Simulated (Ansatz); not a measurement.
`[CH3][Al]([F])[F]` + `[OH][GeH2][SiH](O)O` → `CO[SiH](O)[GeH2][OH]` + `[F][AlH][F]`  (substitution at a C–Al bond)

Isolated molecules relaxed with PBE0-D4/def2-TZVP in Ansatz; ΔE leaves out vibrations. CBS: MP2 limit from def2 TZ/QZ plus the TZ coupled-cluster correction, frozen cores. This one scheme is used for every species. DFT in def2-TZVPP. For Ge outer-core shells are correlated without core-valence functions, which leaves a few kJ/mol of doubt a bond. Scalar relativity is left out up to krypton. Each species was taken in one conformer, which may not be the lowest.

```
             level  ΔE (kJ/mol)
            PBE-D4        103.3
         r2SCAN-D4        106.5
           ωB97X-V         96.9
              PBE0        105.7
SCS-MP2/def2-TZVPP         98.6
CCSD(T)/def2-TZVPP        100.8
SCS-MP2/def2-QZVPP        100.7
      HF/CBS(def2)         87.5
```

(1) What does CCSD(T)/CBS give? (Estimate.)

Largest T1 diagnostic among the species: 0.013.

Answers

(1) Computed: +104.2 kJ/mol. The listed levels differ from it by -0.9, 2.3, -7.3, 1.5, -5.6, -3.4, -3.5, -16.7 kJ/mol.

In def2-TZVPP, CCSD(T) changes the Hartree–Fock value by +12.5 kJ/mol (the triples alone add +0.6 kJ/mol) and MP2 by +18.3 kJ/mol.
